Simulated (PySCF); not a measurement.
Several orderings of computed values.

Species are written as SMILES; each is one conformer at its optimised geometry, gas phase, non-relativistic unless stated; the electronic structure was computed with PySCF and density fitting.

Dipoles, sizes and rotational constants follow the conformer. The torsions of the flexible species, by atom-mapped SMILES:
- `[CH3:1][CH2:2][CH2:3][CH2:4][CH2:5][CH:6]=[O:7]`: C1–C2–C3–C4 179°, C2–C3–C4–C5 180°, C3–C4–C5–C6 179°, C4–C5–C6–O7 -1°
- `[SiH3:1][CH2:2][SiH2:3][NH:4][GeH3:5]`: Si1–C2–Si3–N4 -39°, C2–Si3–N4–Ge5 -70°
- `[CH2:1]=[CH:2][O:3][C:4](=[O:5])[CH2:6][B:7]([Cl:8])[Cl:9]`: C1–C2–O3–C4 -179°, C2–O3–C4–O5 -3°, O3–C4–C6–B7 -85°, C4–C6–B7–Cl8 19°
- `[CH3:1][CH:2]([CH3:3])[Si@@H:4]([PH2:5])[O:6][SiH3:7]`: C1–C2–Si4–P5 -66°, C2–Si4–O6–Si7 -82°, H–P5–Si4–C2 76°, H–P5–Si4–C2 169°
- `[CH3:1][CH:2]([CH3:3])[O:4][Si@@H:5]([SiH3:6])[PH2:7]`: C1–C2–O4–Si5 70°, C2–O4–Si5–Si6 38°, H–P7–Si5–O4 -83°, H–P7–Si5–O4 -177°

The conformers of `OCC1CCCC1` aren't listed.

Problem. Rank by static isotropic polarisability, lowest first (PBE0/def2-SVPD at PBE0-D3(BJ)/def2-SVP geometries).
A. `C=COC(=O)CB(Cl)Cl`
B. `CC(C)Br`
C. `CCCCCC=O`
D. `[SiH3]C[SiH2][NH][GeH3]`
E. `c1ccc2[se]ccc2c1`
F. `CC(C)O[Si@@H]([SiH3])P`
G. `CC(C)[Si@@H](P)O[SiH3]`
H. `OCC1CCCC1`

Solution. B (61.4 au), H (74.9 au), C (78.2 au), A (97.4 au), D (105.6 au), E (117.1 au), G (119.9 au), F (129.1 au).

Problem. By how much do the two ends of that ranking differ?

Solution. By 67.7 au, between `CC(C)O[Si@@H]([SiH3])P` and `CC(C)Br`.

Problem. Rank by lowest singlet excitation, lowest first (TDDFT PBE0/def2-SVPD at PBE0-D3(BJ)/def2-SVP geometries).
A. `[SiH3]C[SiH2][NH][GeH3]`
B. `OCC1CCCC1`
C. `C1=CC=C2[Se]C=CC2=C1`
D. `CCCCCC=O`
E. `CC(C)[Si@@H](P)O[SiH3]`

Solution. D (4.38 eV), C (4.51 eV), A (5.82 eV), E (6.18 eV), B (6.88 eV).

Problem. By how much do the two ends of that ranking differ?

Solution. By 2.50 eV, between `OCC1CCCC1` and `CCCCCC=O`.

Problem. Rank by dipole moment, lowest first (PBE0/def2-SVPD at PBE0-D3(BJ)/def2-SVP geometries).
A. `C=COC(=O)CB(Cl)Cl`
B. `c1ccc2[se]ccc2c1`
C. `CC(C)[Si@@H](P)O[SiH3]`
D. `CCCCCC=O`
E. `BrC(C)C`
F. `C(O[Si@@H]([SiH3])P)(C)C`

Solution. B (0.52 D), C (1.00 D), F (1.50 D), A (1.81 D), E (2.32 D), D (2.73 D).

Problem. By how much do the two ends of that ranking differ?

Solution. By 2.21 D, between `CCCCCC=O` and `c1ccc2[se]ccc2c1`.

Problem. Rank by vertical ionisation energy, lowest first (ΔSCF PBE0/def2-SVPD at PBE0-D3(BJ)/def2-SVP geometries).
A. `CCCCCC=O`
B. `c1ccc2[se]ccc2c1`
C. `CC(C)Br`
D. `OCC1CCCC1`
E. `CC(C)[Si@@H](P)O[SiH3]`

Solution. B (7.97 eV), E (9.05 eV), A (9.68 eV), D (9.93 eV), C (10.20 eV).

Problem. Rank by HOMO energy, lowest first (PBE0/def2-SVPD at PBE0-D3(BJ)/def2-SVP geometries).
A. `c1ccc2[se]ccc2c1`
B. `C=COC(=O)CB(Cl)Cl`
C. `OCC1CCCC1`
D. `CC(C)[Si@@H](P)O[SiH3]`

Solution. C (-7.78 eV), B (-7.54 eV), D (-7.29 eV), A (-6.27 eV).

Problem. By how much do the two ends of that ranking differ?

Solution. By 1.51 eV, between `c1ccc2[se]ccc2c1` and `OCC1CCCC1`.

Problem. Rank by HOMO–LUMO gap, lowest first (PBE0/def2-SVPD at PBE0-D3(BJ)/def2-SVP geometries).
A. `BrC(C)C`
B. `CC(C)O[Si@@H]([SiH3])P`
C. `CCCCCC=O`
D. `CC([Si@H](O[SiH3])P)C`
E. `C1(CCCC1)CO`
F. `C=COC(=O)CB(Cl)Cl`
G. `[SiH3]C[SiH2][NH][GeH3]`

Solution. F (5.81 eV), C (6.78 eV), B (6.97 eV), G (7.15 eV), D (7.30 eV), A (7.71 eV), E (8.32 eV).

Problem. By how much do the two ends of that ranking differ?

Solution. By 2.51 eV, between `OCC1CCCC1` and `C=COC(=O)CB(Cl)Cl`.
